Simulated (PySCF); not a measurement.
Job file and geometry (Å, from GFN2-xTB) of an NMR shielding run on SMILES C=CC[Si@@H](O)CCl, C4H9ClOSi, PySCF, GIAO PBE0/pcSseg-1 NMR shielding, non-relativistic, gas phase; density fitting, a coarse starting grid and PySCF grid level 2 are the driver's defaults:

```
$ OMP_NUM_THREADS=1 python probes_run.py task.json out

{"job": {"kind": "nmr", "xc": "PBE0", "basis": "pcSseg-1"}, "charge": 0, "multiplicity": 1}
C     -2.427915     0.389600     0.181444
C     -1.577978    -0.534801    -0.228284
C     -0.501289    -1.126593     0.613763
Si     1.227283    -0.528694     0.079414
O      1.416049    -1.030153    -1.450715
C      1.297256     1.384576     0.137536
Cl     2.786385     1.930859    -0.686684
H     -3.185548     0.797861    -0.465478
H     -2.407043     0.769899     1.190374
H     -1.619618    -0.901076    -1.245065
H     -0.524193    -2.211588     0.520338
H     -0.668219    -0.880287     1.661609
H      2.290555    -1.049644     0.941933
H      2.079110    -0.642429    -2.019344
H      1.340444     1.788349     1.144644
H      0.467121     1.853065    -0.386896
```

Q: What does the program print?

A: 
```
coarse grid: 14264 points
cycle   1  E = -982.0194619555  dE =  6.828e-01  |g| = 7.671e-01  |ddm| = 3.548e+00
cycle   2  E = -981.9001303050  dE =  1.193e-01  |g| = 1.111e+00  |ddm| = 1.574e+00
cycle   3  E = -982.1322054511  dE = -2.321e-01  |g| = 1.103e-01  |ddm| = 1.094e+00
cycle   4  E = -982.1345893633  dE = -2.384e-03  |g| = 3.500e-02  |ddm| = 1.183e-01
cycle   5  E = -982.1348762122  dE = -2.868e-04  |g| = 8.319e-03  |ddm| = 3.438e-02
cycle   6  E = -982.1348919390  dE = -1.573e-05  |g| = 2.983e-03  |ddm| = 1.057e-02
cycle   7  E = -982.1348937528  dE = -1.814e-06  |g| = 1.122e-03  |ddm| = 3.097e-03
final grid: 128064 points
cycle   8  E = -982.1851643954  dE = -3.051e-05  |g| = 9.494e-03  |ddm| = 2.170e-02
cycle   9  E = -982.1851486418  dE =  1.575e-05  |g| = 1.271e-02  |ddm| = 1.725e-02
cycle  10  E = -982.1851840213  dE = -3.538e-05  |g| = 1.512e-03  |ddm| = 1.046e-02
cycle  11  E = -982.1851844783  dE = -4.571e-07  |g| = 3.135e-04  |ddm| = 1.335e-03
cycle  12  E = -982.1851845004  dE = -2.205e-08  |g| = 1.060e-04  |ddm| = 3.207e-04
cycle  13  E = -982.1851845028  dE = -2.460e-09  |g| = 3.667e-05  |ddm| = 1.131e-04
cycle  14  E = -982.1851845031  dE = -3.060e-10  |g| = 6.339e-06  |ddm| = 3.286e-05
converged SCF energy = -982.1851845031

GIAO shielding tensors (ppm)
atom      isotropic    diamagn.    paramagn.     s11        s22        s33       span
  0 C       66.731     254.840    -188.109    -45.461     88.916    156.737    202.198
  1 C       44.223     257.294    -213.071    -79.262     45.063    166.868    246.130
  2 C      160.063     254.624     -94.561    143.582    156.605    180.002     36.420
  3 Si     362.638     879.104    -516.466    327.033    367.243    393.637     66.604
  4 O      319.360     388.407     -69.047    297.632    319.783    340.666     43.034
  5 C      153.247     254.417    -101.169    131.497    142.862    185.383     53.886
  6 Cl     970.828    1145.554    -174.726    868.081    935.089   1109.315    241.234
  7 H       26.459      29.842      -3.383     23.160     25.694     30.525      7.365
  8 H       26.524      32.271      -5.747     22.636     26.174     30.762      8.126
  9 H       25.353      32.042      -6.689     22.876     24.446     28.737      5.861
 10 H       29.570      30.223      -0.653     26.157     27.406     35.146      8.989
 11 H       30.353      32.709      -2.356     27.354     28.837     34.869      7.515
 12 H       26.712      28.726      -2.014     23.831     24.244     32.061      8.231
 13 H       29.553      30.530      -0.977     19.473     26.549     42.638     23.165
 14 H       29.112      31.163      -2.051     22.568     29.021     35.747     13.179
 15 H       28.484      32.689      -4.204     21.988     27.544     35.920     13.932
```

Q: Turn these shieldings into chemical shifts. Scale: TMS for 13C (186.93 ppm) and 29Si (349.16 ppm) and 1H (31.72 ppm); 17O (336.08 ppm) against H2O; 35Cl (949.78 ppm) vs HCl (reference shieldings calculated alike).

A: Averaging equivalent atoms: C 1: 142.7; C 0: 120.2; C 5: 33.7; C 2: 26.9; Si 3: -13.5; O 4: 16.7; Cl 6: -21; H 9: 6.36; H 7: 5.26; H 8: 5.19; H 12: 5.01; H 15: 3.23; H 14: 2.60; H 13: 2.16; H 10: 2.15; H 11: 1.36 ppm. Experimental scales use liquid or dissolved standards, which lie at an offset from isolated H2O (liquid H2O: subtract about 36 ppm).

Size and cost of the density-fitted run: 178 basis functions, 41 s wall time on 1 thread of an Arm Neoverse N1, shared host; peak memory 0.81 GiB.
